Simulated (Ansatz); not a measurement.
C24H19F6PS2⁻, that is (4-phenylthiophenyl)diphenylsulfonium hexafluorophosphate with one electron more. Charge -1, multiplicity 2. Geometry PBE-D4/def2-SVP; atoms count from 1.

```xyz
52

F     3.0337   -1.2392   -4.5953
P     1.5844   -0.4724   -4.6207
F     2.1750    0.6836   -5.6212
F     2.0487    0.4302   -3.2964
F     1.0921   -1.3802   -5.8952
F     0.1098    0.2946   -4.5995
F     0.9716   -1.6322   -3.5740
C     2.8644    0.7990    6.0649
C     3.1230   -0.5222    6.4693
C     2.8380   -1.5962    5.6155
C     2.2847   -1.3624    4.3363
S     1.9446   -2.7880    3.3116
C     1.2124   -2.0878    1.8566
C    -0.1865   -1.8699    1.8001
C    -0.7727   -1.2924    0.6758
C     0.0481   -0.9262   -0.4311
S    -0.5073    0.1102   -1.7442
C    -0.8489    1.7553   -1.1429
C    -0.2368    2.7815   -1.9119
C    -0.2266    4.0897   -1.4264
C    -0.7915    4.3959   -0.1662
C    -1.3623    3.3657    0.6065
C    -1.3987    2.0483    0.1358
C    -2.1380   -0.5814   -2.1399
C    -2.0988   -1.7310   -2.9486
C    -3.3118   -2.3139   -3.3456
C    -4.5359   -1.7536   -2.9443
C    -4.5543   -0.5887   -2.1594
C    -3.3485    0.0157   -1.7637
C     1.4521   -1.1592   -0.3966
C     2.0198   -1.7395    0.7319
C     2.0255   -0.0373    3.9289
C     2.3163    1.0294    4.7922
H     3.0902    1.6418    6.7367
H     3.5527   -0.7208    7.4646
H     3.0415   -2.6305    5.9372
H    -0.8082   -2.1690    2.6585
H    -1.8648   -1.1609    0.6211
H     0.2268    2.5166   -2.8752
H     0.2294    4.8866   -2.0349
H    -0.7726    5.4282    0.2148
H    -1.7904    3.5944    1.5960
H    -1.8298    1.2494    0.7556
H    -1.1248   -2.1266   -3.2767
H    -3.2973   -3.2058   -3.9909
H    -5.4836   -2.2178   -3.2598
H    -5.5130   -0.1420   -1.8529
H    -3.3473    0.9465   -1.1788
H     2.0576   -0.8819   -1.2734
H     3.1007   -1.9424    0.7644
H     1.5968    0.1498    2.9332
H     2.1107    2.0590    4.4584
```

Single mean-field runs in def2-SVP are fitted with def2-universal-jkfit.

Q: Estimate the Mulliken populations of the heavy atoms from the PBE0/def2-SVP orbitals of Ansatz.

A: 
```tsv
atom	charge (e)	spin (α − β)
F1	-0.39	0.00
P2	1.55	0.00
F3	-0.39	0.00
F4	-0.41	0.00
F5	-0.39	0.00
F6	-0.41	0.00
F7	-0.41	0.00
C8	-0.03	0.00
C9	-0.03	0.00
C10	-0.02	0.00
C11	-0.08	0.02
S12	0.03	-0.01
C13	-0.23	0.24
C14	0.03	-0.09
C15	-0.01	0.16
C16	-0.17	0.14
S17	0.30	0.11
C18	-0.18	0.09
C19	0.04	0.07
C20	-0.04	-0.04
C21	-0.04	0.17
C22	-0.03	-0.08
C23	0.00	0.13
C24	-0.12	0.03
C25	0.06	0.00
C26	-0.04	0.01
C27	-0.01	-0.01
C28	-0.04	0.02
C29	0.00	-0.01
C30	0.04	0.06
C31	0.01	0.00
C32	-0.02	0.00
C33	-0.02	0.00
```
Mulliken values depend strongly on the basis.

Q: Where does the spin sit?

A: Summed by element: F 0.00, P 0.00, C 0.92, S 0.10, H -0.02, of 1 unpaired in all. Largest on single atoms: C13 0.24, C21 0.17, C15 0.16.

Q: And the Mayer bond orders between heavy atoms (over 0.3)?

A: F1–P2 0.91 (1.64 Å); P2–F3 0.92 (1.64 Å); P2–F4 0.81 (1.67 Å); P2–F5 0.91 (1.64 Å); P2–F6 0.84 (1.66 Å); P2–F7 0.79 (1.68 Å); C8–C9 1.38 (1.41 Å); C8–C33 1.39 (1.40 Å); C9–C10 1.43 (1.40 Å); C10–C11 1.37 (1.41 Å); C11–S12 0.98 (1.79 Å); C11–C32 1.40 (1.41 Å); S12–C13 1.02 (1.77 Å); C13–C14 1.32 (1.42 Å); C13–C31 1.25 (1.43 Å); C14–C15 1.48 (1.39 Å); C15–C16 1.23 (1.43 Å); C16–S17 1.03 (1.76 Å); C16–C30 1.28 (1.42 Å); S17–C18 0.96 (1.78 Å); S17–C24 0.89 (1.81 Å); C18–C19 1.32 (1.42 Å); C18–C23 1.29 (1.42 Å); C19–C20 1.46 (1.40 Å); C20–C21 1.33 (1.41 Å); C21–C22 1.37 (1.41 Å); C22–C23 1.45 (1.40 Å); C24–C25 1.39 (1.41 Å); C24–C29 1.42 (1.40 Å); C25–C26 1.41 (1.40 Å); C26–C27 1.39 (1.40 Å); C27–C28 1.40 (1.40 Å); C28–C29 1.39 (1.41 Å); C30–C31 1.50 (1.39 Å); C32–C33 1.41 (1.40 Å).
